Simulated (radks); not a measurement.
Neutral chlorine, 17 electrons, occupied as [Ne] 3s2 3p5. All-electron calculation, scalar-relativistic Kohn-Sham, LDA (Slater exchange, Perdew-Wang correlation), spin-unpolarised, spherical densities, finite nucleus; Fermi nuclear charge, rms radius 3.3654 fm. Program: a radial shooting solver on a logarithmic mesh with Libxc functionals.

Normalised radial functions P(r) = r R(r), r in bohr:

```
   r/bohr * 2s, o 2p, + 3s (the largest magnitude, 1.55, reaches the edge; | marks zero, & curves that meet)
  0.01003                             o +   *
  0.01449                             |o+     *
  0.02077                             |o +      *
  0.03002                             | o +       *
  0.04337                             |   &        *
  0.06266                             |   + o     *
  0.09053                             | +    *   o
   0.1298                            &|               o
   0.1875                *       +    |                     o
   0.2709     *                +      |                         o
   0.3914  *                    +     |                        o
   0.5655         *                   +                 o
   0.8106                   *         |        o+
    1.171                          *  |  o           +
    1.692                             &            +
    2.445                             &      +
    3.532                             & +
    5.063                             &
```

2s: eigenvalue -251.72 eV, 1 radial node at r = 0.124 bohr, <r> = 0.446 bohr, 90 % of the charge inside 0.698 bohr. 2p: eigenvalue -191.62 eV, 0 radial nodes, <r> = 0.408 bohr, 90 % of the charge inside 0.678 bohr. 3s: eigenvalue -20.692 eV, 2 radial nodes at r = 0.121, 0.556 bohr, <r> = 1.54 bohr, 90 % of the charge inside 2.34 bohr.
